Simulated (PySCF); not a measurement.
An equivalent PySCF input for Kr³⁺ (krypton, charge +3), [Ar] 3d10 4s2 4p3, high-spin 4S determinant, with scalar relativity through the core potential:

```python
from pyscf import gto, scf, dft, mp, cc
import basis_set_exchange as bse
txt = bse.get_basis("aug-cc-pVQZ-PP", elements=["Kr"], fmt="nwchem", header=False)
cut = txt.index("\nECP")
mol = gto.M(atom="Kr 0 0 0", charge=3, spin=3, symmetry="D2h",
            basis=gto.basis.parse(txt[:cut]),
            ecp={"Kr": gto.basis.parse_ecp(txt[cut:])})
mf = dft.UKS(mol, xc="TPSSH")
mf.irrep_nelec = {'Ag': (4, 4), 'B1g': (1, 1), 'B2g': (1, 1), 'B3g': (1, 1), 'B1u': (2, 1), 'B2u': (2, 1), 'B3u': (2, 1)}
mf.kernel()
```

It reaches the same state as the run whose output follows, with an energy that differs only through the grid. The run itself started from symmetry-adapted Hartree-Fock orbitals and held the occupation by maximum overlap, on a logarithmic radial grid, so the iterations belong to that start.

```
SCF conv_tol = 1e-09
number electrons alpha = 13  beta = 10
XC functionals = TPSSH
    V. N. Staroverov, G. E. Scuseria, J. Tao, and J. P. Perdew.,  J. Chem. Phys. 119, 12129 (2003)
cycle= 1 E= -460.776771968238  delta_E= -0.00673  |g|= 0.0607  |ddm|= 0.615
cycle= 2 E= -460.776964503928  delta_E= -0.000193  |g|= 0.0391  |ddm|= 0.154
cycle= 3 E= -460.777114897934  delta_E= -0.00015  |g|= 0.000648  |ddm|= 0.0694
cycle= 4 E= -460.777114967976  delta_E= -7e-08  |g|= 2.18e-05  |ddm|= 0.00223
cycle= 5 E= -460.77711496804  delta_E= -6.41e-11  |g|= 6.05e-07  |ddm|= 5.72e-05
converged SCF energy = -460.77711496804  <S^2> = 3.7504159  2S+1 = 4.000208
```

Energies and moments cover only the electrons outside the core potential.
